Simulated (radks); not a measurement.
The numbers below are computed, except where a source is named.
Initial-state core-level shifts of the bismuth ion Bi+ when its valence configuration changes from [Hg] 6p2. Code: a radial shooting solver on a logarithmic mesh with Libxc functionals. Model: scalar-relativistic Kohn-Sham, r2SCAN, spin-unpolarised, spherical densities, finite nucleus; meta-GGA in the generalised Kohn-Sham scheme; Fermi nuclear charge, rms radius 5.5211 fm. Shifts are changes of the shell-averaged eigenvalues in eV (positive: less bound); the change of the density at the nucleus, which sets a Mossbauer isomer shift, is in e/bohr^3, on a base of 3.212e+06.

valence                          4p       4d       5s       5p  density at nucleus
[Xe] 4f13 5d10 6s2 6p3      -21.226  -20.619  -10.964   -9.346              +320.7
[Xe] 4f13.5 5d10 6s2 6p2.5  -10.553  -10.251   -5.470   -4.663              +158.4
[Xe] 4f14 5d9 6s2 6p3        -6.598   -6.593   -6.070   -5.680               +89.3
[Xe] 4f14 5d9.5 6s2 6p2.5    -3.299   -3.296   -3.046   -2.856               +44.1
[Xe] 4f14 5d7.5 6s2 6p4.5   -16.526  -16.508  -15.024  -13.987              +229.6
[Xe] 4f14 5d9 6s1 6p4        -8.353   -8.345   -7.809   -7.397              -269.6
[Xe] 4f12 5d10 6s2 6p4      -42.909  -41.691  -22.017  -18.772              +656.3
[Xe] 4f14 5d10 6s1.5 6p2.5   -0.932   -0.930   -0.930   -0.924              -163.5
[Xe] 4f14 5d9 6s1.5 6p3.5    -7.484   -7.477   -6.947   -6.546               -88.5
